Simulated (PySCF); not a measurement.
Species: C2H9ClSi2.
SMILES with atom numbers: `[SiH3:1][CH2:2][CH2:3][SiH2:4][Cl:5]` (hydrogens: H6, H7, H8 on Si1; H9, H10 on C2; H11, H12 on C3; H13, H14 on Si4)

Method used: PBE0-D3(BJ)/def2-SVP geometry optimisation, gas phase (PySCF 2.14.0).

Problem. List the bond lengths, angles and torsions at this level.

Solution. 
| bond | length (bohr) |
| --- | --- |
| Si1–C2 | 3.573 |
| C2–C3 | 2.896 |
| C3–Si4 | 3.548 |
| Si4–Cl5 | 3.927 |
| Si1–H6, Si1–H7, Si1–H8 | 2.826 |
| C2–H9, C2–H10 | 2.086 |
| C3–H11, C3–H12 | 2.088 |
| Si4–H13, Si4–H14 | 2.816 |

Bonds in one row agree within 0.02 bohr and their mean is given. A selection of angles:
| angle | degrees |
| --- | --- |
| C2–Si1–H6 | 109.6 |
| C2–Si1–H7 | 111.5 |
| H6–Si1–H7 | 108.6 |
| H7–Si1–H8 | 108.2 |
| Si1–C2–C3 | 116.2 |
| Si1–C2–H9 | 106.7 |
| C3–C2–H9 | 110.0 |
| H9–C2–H10 | 105.8 |
| C2–C3–Si4 | 116.1 |
| C2–C3–H11 | 111.2 |
| C2–C3–H12 | 110.4 |
| Si4–C3–H11 | 106.8 |
| Si4–C3–H12 | 106.2 |
| H11–C3–H12 | 105.7 |
| C3–Si4–Cl5 | 108.2 |
| C3–Si4–H13 | 110.4 |
| C3–Si4–H14 | 112.8 |
| Cl5–Si4–H13 | 108.1 |
| H13–Si4–H14 | 109.4 |

Torsions: Si1–C2–C3–Si4 67° (synclinal); C2–C3–Si4–Cl5 51° (synclinal). The mirror-image conformer, all signs reversed, is as good.

Of the pairs four or more bonds apart, Cl5···H10 is among the closest relative to their van der Waals radii: 3.00 Å, 102 % of the sum of Bondi's values. Si4 (chlorine-bound silicon) is tetrahedral (angles from 107.7° to 112.8°). Si1 (SiH3 silicon) is tetrahedral (angles from 108.2° to 111.5°).

Point group: C1 (no symmetry element, even within 0.4 Å). No PBE0-D3(BJ)/def2-SVP frequencies stand behind this structure, so it isn't proved a minimum. One conformer, not necessarily the lowest.
